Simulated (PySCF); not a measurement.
Simulation results for AlB2H4O, AlBFH2O, CH5B2Si, B2H5OSi and others

Computed with PySCF 2.14.0. Calculation on a computer-drawn molecule: the log of a Hartree-Fock and frozen-core CCSD(T) single point meant for a local Hartree-Fock minimum, with one planted fault or none, to be diagnosed. Offsets are logged minus clean, where the clean run is the same molecule without the fault. The reference is restricted for singlets and unrestricted otherwise, and also for a bond in bohr or an excited solution. Adding or removing an electron swaps singlet and doublet. The excited solution moves the top pair (singlet) or top alpha electron (doublet) to the lowest empty orbital. Highest occupied and lowest empty are orbital energies over both spins, largest force is the largest gradient component, triples share is (T) over the correlation energy, the T1 limit is 0.02 restricted and 0.045 unrestricted, electrons count all cores, a negative frequency is imaginary (commonest isotopes), and the dipole is about the centre of nuclear charge.

Common to all runs: meant charge 0; meant multiplicity 2; meant basis cc-pV(D+d)Z; logged SCF converged yes; possible faults no fault, one electron removed, one electron added, multiplicity raised by two, geometry at a saddle point, SCF held on an excited solution, minimal basis STO-3G, one bond length entered in bohr, all coordinates scaled.

```yaml
- entry: 1
  formula: AlB2H4O
  logged_structure:
    atoms_angstrom:
      - [B, 2.5525, -3.4109, -1.5701]
      - [O, 1.8652, -3.0548, -0.4999]
      - [Al, 1.1712, -2.629, 0.9987]
      - [B, 0.7483, -0.5595, 1.3642]
      - [H, 2.0463, -3.7281, -2.6235]
      - [H, 0.8897, -3.8252, 1.9884]
      - [H, 1.5475, 0.1811, 1.8749]
      - [H, -0.3072, -0.0571, 1.0794]
  given:
    logged_electrons: 36
    logged_basis_functions: 85
    logged_spin_squared: 0.0
    "logged_highest_occupied [eV]": 0.84253
    "logged_lowest_empty [eV]": 4.9526
    "logged_largest_force [hartree/bohr]": 0.054525
    "logged_dipole_magnitude [debye]": 7.1128
    logged_SCF_stable_within_its_kind: "yes"
    "logged_energy_HF [hartree]": -368.39221
    drawn_bonds_atom: [1, 2, 3, 1, 3, 4, 4]
    drawn_bonds_other_atom: [2, 3, 4, 5, 6, 7, 8]
    drawn_bonds_order: [1, 1, 1, 1, 1, 1, 1]
  results:
    planted_fault: "one electron added"
    "HF_energy_offset_from_clean_run [kcal/mol]": 53.65
  notes: ["coupled-cluster numbers left out as unreliable", "highest electron not bound in this basis"]
- entry: 2
  formula: AlBFH2O
  logged_structure:
    atoms_angstrom:
      - [B, 1.0051, -1.858, -0.3657]
      - [O, 0.0183, -1.192, 0.2219]
      - [Al, -1.0161, -0.14, 1.0243]
      - [F, -0.6406, 0.2485, 2.5789]
      - [H, 1.0435, -3.0629, -0.4437]
      - [H, -2.2887, 0.4412, 0.3517]
  given:
    logged_electrons: 38
    logged_basis_functions: 75
    logged_spin_squared: 0.0
    "logged_highest_occupied [eV]": 1.005
    "logged_lowest_empty [eV]": 6.0772
    "logged_largest_force [hartree/bohr]": 0.067891
    logged_T1_diagnostic: 0.061085
    logged_D1_diagnostic: 0.2791
    logged_triples_share: 0.032641
    logged_CC_converged: "yes"
    "logged_dipole_magnitude [debye]": 8.9539
    logged_SCF_stable_within_its_kind: "yes"
    "logged_energy_HF [hartree]": -442.10709
    "logged_energy_CCSD(T) [hartree]": -442.68408
    drawn_bonds_atom: [1, 2, 3, 1, 3]
    drawn_bonds_other_atom: [2, 3, 4, 5, 6]
    drawn_bonds_order: [1, 1, 1, 1, 1]
  results:
    planted_fault: "one electron added"
    "HF_energy_offset_from_clean_run [kcal/mol]": 52.47
    "CCSD(T)_energy_offset_from_clean_run [kcal/mol]": 19.23
  notes: ["T1 above single-reference limit", "highest electron not bound in this basis"]
- entry: 3
  formula: CH5B2Si
  logged_structure:
    atoms_angstrom:
      - [B, -0.4891, 1.0599, -0.0111]
      - [Si, 1.4839, 0.818, 0.3578]
      - [B, 2.5004, 2.4674, -0.1675]
      - [C, 3.1273, 3.648, -0.5421]
      - [H, -1.165, 1.7535, -0.7091]
      - [H, 1.9172, -0.3554, -0.4421]
      - [H, 1.7147, 0.5202, 1.7905]
      - [H, 2.607, 4.4286, -1.0893]
      - [H, 4.1689, 3.8509, -0.3118]
  given:
    logged_electrons: 35
    logged_basis_functions: 90
    logged_spin_squared: 1.6215
    "logged_highest_occupied [eV]": -5.5135
    "logged_lowest_empty [eV]": -2.0521
    "logged_largest_force [hartree/bohr]": 0.084329
    logged_CC_converged: "no"
    "logged_dipole_magnitude [debye]": 5.0436
    logged_SCF_stable_within_its_kind: "no"
    "logged_energy_HF [hartree]": -378.83638
    drawn_bonds_atom: [1, 2, 3, 1, 2, 2, 4, 4]
    drawn_bonds_other_atom: [2, 3, 4, 5, 6, 7, 8, 9]
    drawn_bonds_order: [1, 1, 2, 1, 1, 1, 1, 1]
  results:
    planted_fault: "SCF held on an excited solution"
    "HF_energy_offset_from_clean_run [kcal/mol]": 64.57
  notes: ["CCSD not converged"]
- entry: 4
  formula: B2H5OSi
  logged_structure:
    atoms_angstrom:
      - [B, 1.4654, -1.2752, -2.4563]
      - [Si, 0.0818, -0.7241, -1.0974]
      - [B, 0.8487, 0.8668, -0.0308]
      - [O, 0.3667, 2.1217, -0.1184]
      - [H, 2.3801, -2.0418, -2.5056]
      - [H, -0.2695, -1.8265, -0.1597]
      - [H, -1.1712, -0.3211, -1.7966]
      - [H, 1.7788, 0.7211, 0.7178]
      - [H, -0.3647, 2.2284, -0.708]
  given:
    logged_electrons: 37
    logged_basis_functions: 29
    logged_spin_squared: 0.7542
    "logged_highest_occupied [eV]": -6.8438
    "logged_lowest_empty [eV]": 6.4054
    "logged_largest_force [hartree/bohr]": 0.049027
    logged_T1_diagnostic: 0.01819
    logged_D1_diagnostic: 0.077614
    logged_triples_share: 0.024489
    logged_CC_converged: "yes"
    "logged_dipole_magnitude [debye]": 1.3892
    logged_SCF_stable_within_its_kind: "yes"
    "logged_energy_HF [hartree]": -411.02977
    "logged_energy_CCSD(T) [hartree]": -411.2216
    drawn_bonds_atom: [1, 2, 3, 1, 2, 2, 3, 4]
    drawn_bonds_other_atom: [2, 3, 4, 5, 6, 7, 8, 9]
    drawn_bonds_order: [1, 1, 1, 1, 1, 1, 1, 1]
  results:
    planted_fault: "minimal basis STO-3G"
    "HF_energy_offset_from_clean_run [kcal/mol]": 3139
    "CCSD(T)_energy_offset_from_clean_run [kcal/mol]": 3329
- entry: 5
  formula: B2H5OSi
  logged_structure:
    atoms_angstrom:
      - [B, 1.4654, -1.2752, -2.4563]
      - [Si, 0.0818, -0.7241, -1.0974]
      - [B, 0.8487, 0.8668, -0.0308]
      - [O, 0.3667, 2.1217, -0.1184]
      - [H, 2.3801, -2.0418, -2.5056]
      - [H, -0.2695, -1.8265, -0.1597]
      - [H, -1.1712, -0.3211, -1.7966]
      - [H, 1.7788, 0.7211, 0.7178]
      - [H, -0.3647, 2.2284, -0.708]
  given:
    logged_electrons: 38
    logged_basis_functions: 90
    logged_spin_squared: 0.0
    "logged_highest_occupied [eV]": 0.1025
    "logged_lowest_empty [eV]": 6.7599
    "logged_largest_force [hartree/bohr]": 0.03611
    logged_T1_diagnostic: 0.039875
    logged_D1_diagnostic: 0.17647
    logged_triples_share: 0.029417
    logged_CC_converged: "yes"
    "logged_dipole_magnitude [debye]": 7.9442
    logged_SCF_stable_within_its_kind: "yes"
    "logged_energy_HF [hartree]": -415.98211
    "logged_energy_CCSD(T) [hartree]": -416.51272
    drawn_bonds_atom: [1, 2, 3, 1, 2, 2, 3, 4]
    drawn_bonds_other_atom: [2, 3, 4, 5, 6, 7, 8, 9]
    drawn_bonds_order: [1, 1, 1, 1, 1, 1, 1, 1]
  results:
    planted_fault: "one electron added"
    "HF_energy_offset_from_clean_run [kcal/mol]": 31.53
    "CCSD(T)_energy_offset_from_clean_run [kcal/mol]": 8.469
  notes: ["T1 above single-reference limit", "highest electron not bound in this basis"]
- entry: 6
  formula: BH5NSi
  logged_structure:
    atoms_angstrom:
      - [B, 0.663, -0.9607, 1.1268]
      - [Si, -0.7019, 0.0373, 0.038]
      - ["N", -0.0238, 0.4497, -1.4957]
      - [H, 0.696, -1.7884, 1.9868]
      - [H, -1.0906, 1.1907, 0.9036]
      - [H, -1.9442, -0.7237, -0.2427]
      - [H, -0.6173, 0.867, -2.1892]
      - [H, 0.8831, 0.8785, -1.5189]
  given:
    logged_electrons: 30
    logged_basis_functions: 76
    logged_spin_squared: 0.0
    "logged_highest_occupied [eV]": -15.633
    "logged_lowest_empty [eV]": -6.5281
    "logged_largest_force [hartree/bohr]": 0.052771
    logged_T1_diagnostic: 0.017224
    logged_D1_diagnostic: 0.048055
    logged_triples_share: 0.024659
    logged_CC_converged: "yes"
    "logged_dipole_magnitude [debye]": 5.7692
    logged_SCF_stable_within_its_kind: "yes"
    "logged_energy_HF [hartree]": -370.64176
    "logged_energy_CCSD(T) [hartree]": -371.01831
    drawn_bonds_atom: [1, 2, 1, 2, 2, 3, 3]
    drawn_bonds_other_atom: [2, 3, 4, 5, 6, 7, 8]
    drawn_bonds_order: [1, 1, 1, 1, 1, 1, 1]
  results:
    planted_fault: "one electron removed"
    "HF_energy_offset_from_clean_run [kcal/mol]": 175.8
    "CCSD(T)_energy_offset_from_clean_run [kcal/mol]": 181.4
```
